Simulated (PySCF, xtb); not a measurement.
C3H6BFO2, SMILES B(O)(OC(C)=C)F.

GFN2-xTB (xtb 6.7.1) at its own geometry gives an orbital gap of 5.12 eV and a dipole moment of 0.35 D.

Geometry: ωB97X-D3(BJ)/def2-SVP. Other conformers were not sampled.

Q: What does PySCF with PBE/def2-TZVP give? (An estimate is asked for; the answer gives what the named calculation found.)

A: gap 5.17 eV (levels -5.83 and -0.66 eV), dipole 0.56 D.
